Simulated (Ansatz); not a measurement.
Abridged output of a molecular run in Ansatz:

```
Functional definition: HF
721 factors; integrals over basis functions are off by at most 1.3e-3 eV
mean field evaluation 1: about -126487.9464 eV, gradient 9.0e0 eV
mean field evaluation 2: about -126487.9537 eV, gradient 9.0e0 eV
mean field evaluation 4: about -126488.7426 eV, gradient 1.7e0 eV
mean field evaluation 8: about -126488.7792 eV, gradient 2.2e-3 eV
mean field -126488.77918742 eV, -4648.3768979636 hartree, gradient 3.1e-6 eV, S^2 0.754216; 0 other end points of the search recorded, 0 dependent functions left out
18 core orbitals not correlated: weight in the atoms' cores, before any rotation towards them, 1.000 or more for the frozen orbitals, at most 0.000 for the correlated occupied ones
reference -126488.77918742 eV, -4648.3768979636 hartree; 17, 16 occupied and 39, 40 virtual orbitals, 721 factors
second order -12.09591827 eV of doubles, -0.00000000 eV of singles
cycle   1  -11.94963473 eV  change    1.5e-1 eV  update   7.5e-2
cycle   2  -12.30045741 eV  change   -3.5e-1 eV  update   2.4e-2
cycle   3  -12.33788890 eV  change   -3.7e-2 eV  update   1.2e-2
cycle   4  -12.33014751 eV  change    7.7e-3 eV  update   4.2e-3
cycle   5  -12.33254374 eV  change   -2.4e-3 eV  update   2.0e-3
cycle   6  -12.33182259 eV  change    7.2e-4 eV  update   8.1e-4
cycle   7  -12.33191325 eV  change   -9.1e-5 eV  update   2.7e-4
cycle   8  -12.33200719 eV  change   -9.4e-5 eV  update   7.6e-5
cycle   9  -12.33200146 eV  change    5.7e-6 eV  update   3.0e-5
perturbative correction -0.30354138 eV, -0.0111549400 hartree
Total energy: -126501.41473026 eV, -4648.8412455986 hartree
Checks for a lower state left out: cluster_reference
```

Its atoms:

Z-matrix (Å, degrees):
```
Ge
Br 1 2.308
H 1 1.546 2 107.1
H 1 1.546 2 107.1 3 120.1
```

(1) Which basis set was used?
A. def2-TZVPPD
B. def2-TZVPP
C. def2-SVPD
D. def2-SVP

(2) Write the keys of the input that set method, charge and spin (a neutral closed shell needs none for the last two).

Results:

(1) D. It gives 74 functions.

(2) 
```yaml
magnetization: {spin_polarized: true, initial_magnetization: 1}
correlation: {method: ccsd_t}
scf: {omitted_lower_state_checks: [cluster_reference]}
```
